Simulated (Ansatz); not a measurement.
One geometry of `[OH][AlH][SiH2][SeH]`, several functionals.

```yaml
crystal:
  periodic: [false, false, false]
  atoms:
    - {symbol: O, position_ang: [-0.375823, 1.697653, -0.948584]}
    - {symbol: Al, position_ang: [-0.007197, 1.129954, 0.610304]}
    - {symbol: Si, position_ang: [0.243361, -1.298366, 0.628974]}
    - {symbol: Se, position_ang: [0.099912, -1.983505, -1.555481]}
    - {symbol: H, position_ang: [-0.512789, 2.617762, -1.169523]}
    - {symbol: H, position_ang: [0.127212, 2.156681, 1.812756]}
    - {symbol: H, position_ang: [-0.800283, -1.984883, 1.443777]}
    - {symbol: H, position_ang: [1.551215, -1.749796, 1.183422]}
    - {symbol: H, position_ang: [-0.237106, -0.631702, -2.022546]}
basis:
  gaussian: {orbitals: def2-TZVPP}
hamiltonian: {xc: {name: B3LYP}, dispersion: d4}
output: {forces: true, orbitals: {seedname: orbitals}}
```

```sh
$ ansatz run in.yaml --threads 4 --pin off --events-out ev --progress --plain
```

Output, abridged:

```
Functional definition: B3LYP
1439 factors; their error is unknown
mean field evaluation 1: about -81951.4598 eV, gradient 6.3e1 eV
mean field evaluation 2: about -81919.2021 eV, gradient 1.4e2 eV
mean field evaluation 4: about -81958.0168 eV, gradient 4.9e0 eV
mean field evaluation 8: about -81958.0967 eV, gradient 3.3e-1 eV
mean field evaluation 16: about -81958.4435 eV, gradient 2.6e-3 eV
mean field -81958.44354055 eV, -3011.9172466868 hartree, gradient 2.4e-5 eV, S^2 0.000000; 0 other end points of the search recorded, 0 dependent functions left out
reference -81958.44382974 eV, -3011.9172573145 hartree; 37, 37 occupied and 196, 196 virtual orbitals, 1439 factors
Total energy: -81958.80227694 eV, -3011.9304300061 hartree
Atom 0 at    -0.375823     1.697653    -0.948584 Å, force    -0.009932     0.031706    -0.035965 eV/Å
Atom 1 at    -0.007197     1.129954     0.610304 Å, force     0.031268     0.028148     0.177013 eV/Å
Atom 2 at     0.243361    -1.298366     0.628974 Å, force     0.029745    -0.006849     0.273896 eV/Å
Atom 3 at     0.099912    -1.983505    -1.555481 Å, force    -0.006545    -0.095693    -0.191247 eV/Å
Atom 4 at    -0.512789     2.617762    -1.169523 Å, force    -0.014660     0.031429    -0.052897 eV/Å
Atom 5 at     0.127212     2.156681     1.812756 Å, force    -0.007291    -0.058757    -0.065780 eV/Å
Atom 6 at    -0.800283    -1.984883     1.443777 Å, force     0.063344     0.034526    -0.039933 eV/Å
Atom 7 at     1.551215    -1.749796     1.183422 Å, force    -0.076473     0.020001    -0.024904 eV/Å
Atom 8 at    -0.237106    -0.631702    -2.022546 Å, force    -0.009455     0.015488    -0.040184 eV/Å
Dipole moment:    -0.038230     0.497921     0.183083 e Å
```

It took 4.9 s on 4 threads of a server CPU on a shared host, with 0.7 GiB of host memory at the peak.

With the line `hamiltonian: {xc: {name: r2SCANh}, dispersion: d4}` and no forces (abridged; 6 s):

```
Functional definition: r2SCANh
mean field evaluation 16: about -81953.0720 eV, gradient 1.6e-4 eV
mean field -81953.07200106 eV, -3011.7198462517 hartree, gradient 2.3e-5 eV, S^2 0.000000
Total energy: -81953.12812133 eV, -3011.7219086336 hartree
```

The same input with `hamiltonian: {xc: hse06, dispersion: d4}` and no forces (abridged; 3.6 s):

```
Functional definition: HSE06
mean field evaluation 16: about -81939.3770 eV, gradient 2.0e-4 eV
mean field -81939.37703047 eV, -3011.2165653653 hartree, gradient 3.8e-5 eV, S^2 0.000000
Total energy: -81939.55640936 eV, -3011.2231574179 hartree
```

With the line `hamiltonian: {xc: r2scan, dispersion: d4}` (abridged; 5.5 s):

```
Functional definition: r2SCAN
mean field evaluation 16: about -81953.3804 eV, gradient 6.2e-5 eV
mean field -81953.38036635 eV, -3011.7311784669 hartree, gradient 1.1e-5 eV, S^2 0.000000
Total energy: -81953.43143111 eV, -3011.7330550624 hartree
Atom 0 force    -0.000475    -0.009731    -0.013549 eV/Å
Atom 1 force     0.013073    -0.001734     0.059266 eV/Å
Atom 2 force     0.001488     0.026356     0.047545 eV/Å
Atom 3 force    -0.007054    -0.001631    -0.059910 eV/Å
Atom 4 force    -0.009068     0.029831    -0.025034 eV/Å
Atom 5 force    -0.002024    -0.014410    -0.015175 eV/Å
Atom 6 force     0.019319    -0.004021     0.002974 eV/Å
Atom 7 force    -0.018979    -0.006386     0.004096 eV/Å
Atom 8 force     0.003720    -0.018273    -0.000213 eV/Å
Dipole moment:    -0.043327     0.503512     0.161724 e Å
```

Changing it to `hamiltonian: {xc: {name: B97M-V}}` and no forces (abridged; 9 s):

```
Functional definition: B97M-V
mean field evaluation 16: about -81940.0707 eV, gradient 2.1e-4 eV
mean field -81940.07071040 eV, -3011.2420576325 hartree, gradient 2.4e-5 eV, S^2 0.000000
Total energy: -81940.07078008 eV, -3011.2420601933 hartree
```

With the line `hamiltonian: {xc: {name: BLYP}, dispersion: d4}` and no forces (abridged; 2.2 s):

```
Functional definition: BLYP
mean field evaluation 16: about -81956.6074 eV, gradient 1.9e-4 eV
mean field -81956.60735957 eV, -3011.8497682806 hartree, gradient 3.1e-5 eV, S^2 0.000000
Total energy: -81957.07099219 eV, -3011.8668064650 hartree
```

B3LYP takes the VWN-RPA correlation (the form of Gaussian; ORCA's B3LYP/G).

HSE06 is the plane-wave form, built on full-range PBE exchange.
